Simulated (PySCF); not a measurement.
Molecule: `F[SiH2][Se][SiH3]`, FH₅SeSi₂.

Numbering as in the mapped SMILES `[F:1][SiH2:2][Se:3][SiH3:4]`. Each H is labelled by its parent atom.

Geometry PBE0-D3(BJ)/def2-SVP throughout; GIAO in PySCF 2.14.0 with density-fitted response routines, gas phase, one conformer, non-relativistic; equivalent atoms averaged; functional PBE0.

For orientation, pcSseg-1 gives these shifts δ (against CFCl3, TMS, Me2Se at the same level): F1 -184.2, Si2 17.2, Si4 -49.7, Se3 -494.1, H(Si2) 5.75, H(Si4) 4.76 ppm.

A run gave: F1 -212.9, Si2 -11.2, Si4 -53.4, Se3 -492.9, H(Si2) 2.74, H(Si4) 1.98 ppm (shifts δ (against CFCl3, TMS, Me2Se at the same level)).

Question: Which basis set was used in that run?
A. STO-3G
B. aug-cc-pVDZ
C. 6-31G*
D. def2-SVP

Answer: A. H(Si2) tells them apart best: STO-3G gives 2.74, aug-cc-pVDZ gives 6.06, def2-SVP gives 5.73, 6-31G* gives 5.99 ppm.
